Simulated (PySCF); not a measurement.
C2H4BFO2. Atoms are numbered in the order given.

```xyz
10

B      1.1629     0.0181     1.1738
F      0.2453     0.3183     2.0735
H      2.3060    -0.1457     1.5039
O      0.8524    -0.0503    -0.1543
C     -0.4124    -0.1776    -0.6995
C     -0.4877     0.4926    -2.0422
O     -1.2844    -0.7863    -0.1545
H     -1.4792     0.3359    -2.4821
H      0.2942     0.0872    -2.7025
H     -0.2874     1.5698    -1.9293
```
Charge 0, spin multiplicity 1.

Coordinates come from a B3LYP-D3(BJ)/def2-SVP optimisation. This is a generated structure with no PubChem entry under its InChIKey; it may be hypothetical. Other conformers were not sampled.

All values below come from PBE0/pcSseg-1 run with PySCF.

GIAO shieldings, no solvent; atoms alike by connectivity are averaged. δ = σ(ref) − σ: ¹¹B against BF3 (σ = 88.8 ppm); ¹⁹F against CFCl3 (σ = 167.2 ppm); ¹H against TMS (σ = 31.56 ppm); ¹⁷O against H2O (σ = 334.2 ppm); ¹³C against TMS (σ = 186.3 ppm), references at their B3LYP-D3(BJ)/def2-TZVP geometries, non-relativistic.

```json
[
 {"nucleus": "¹¹B", "atoms": "B1", "count": "1", "δ (ppm)": "12.3"},
 {"nucleus": "¹⁹F", "atoms": "F2", "count": "1", "δ (ppm)": "-68.1"},
 {"nucleus": "¹H", "atoms": "H3", "count": "1", "δ (ppm)": "4.56"},
 {"nucleus": "¹H", "atoms": "H8, H9, H10", "count": "3", "δ (ppm)": "2.45"},
 {"nucleus": "¹⁷O", "atoms": "O7", "count": "1", "δ (ppm)": "516.0"},
 {"nucleus": "¹⁷O", "atoms": "O4", "count": "1", "δ (ppm)": "279.7"},
 {"nucleus": "¹³C", "atoms": "C5", "count": "1", "δ (ppm)": "173.7"},
 {"nucleus": "¹³C", "atoms": "C6", "count": "1", "δ (ppm)": "26.0"}
]
```
